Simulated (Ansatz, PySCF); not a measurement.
C₅H₆F₂, SMILES FC(F)[C@H]1C=CC1. Atoms are numbered in the order given.

```xyz
13

F      1.8385    -0.8671    -0.5298
C      1.0826     0.2468    -0.3795
F      0.4384     0.4610    -1.5493
C      0.1001     0.0463     0.7461
C     -0.9950     1.0755     0.9155
C     -1.9803     0.1926     0.7004
C     -1.0484    -0.9715     0.4715
H      1.7620     1.1014    -0.2054
H      0.6787    -0.1713     1.6602
H     -0.9698     2.1445     1.1425
H     -3.0707     0.2711     0.6975
H     -1.0492    -1.3893    -0.5472
H     -1.1125    -1.7993     1.1959
```

The structure is a stationary point at PBE0-D3(BJ)/def2-SVP. The structure was generated by enumeration; whether it is a known compound was not checked. The values are those of a single conformer.

Two levels are set side by side: PBE-D3(BJ)/def2-SVP (Ansatz, an electronic-structure program) and PBE0-D3(BJ)/def2-SVP (Ansatz). Each level has its own optimised geometry; the coordinates shown are those of the second. Frequencies come from the Hessian of PySCF at each geometry. Differences are taken from unrounded values.

| quantity | PBE0-D3(BJ) | PBE-D3(BJ) | PBE-D3(BJ) minus PBE0-D3(BJ) |
|---|---|---|---|
| mean bond length (Å) | 1.287 | 1.298 | 0.010 |
| bond F1–C2 (Å) | 1.354 | 1.372 | 0.017 |
| bond C2–F3 (Å) | 1.353 | 1.370 | 0.017 |
| bond C2–C4 (Å) | 1.508 | 1.517 | 0.010 |
| bond C4–C5 (Å) | 1.512 | 1.521 | 0.008 |
| bond C4–C7 (Å) | 1.559 | 1.570 | 0.011 |
| bond C5–C6 (Å) | 1.340 | 1.352 | 0.012 |
| bond C6–C7 (Å) | 1.509 | 1.517 | 0.008 |
| bond C2–H8 (Å) | 1.106 | 1.116 | 0.010 |
| bond C4–H9 (Å) | 1.103 | 1.112 | 0.009 |
| bond C5–H10 (Å) | 1.093 | 1.101 | 0.008 |
| bond C6–H11 (Å) | 1.093 | 1.101 | 0.008 |
| bond C7–H12 (Å) | 1.101 | 1.109 | 0.008 |
| bond C7–H13 (Å) | 1.102 | 1.110 | 0.009 |
| highest harmonic wavenumber (cm⁻¹) | 3240 | 3144 | -96 |
| mean harmonic wavenumber (cm⁻¹) | 1345 | 1294 | -51 |
| zero-point energy (kcal/mol) | 63.46 | 61.05 | -2.40 |

GGA bonds tend to be longer and softer than those of functionals with exact exchange. Differences between two approximate levels are no errors against the true value.
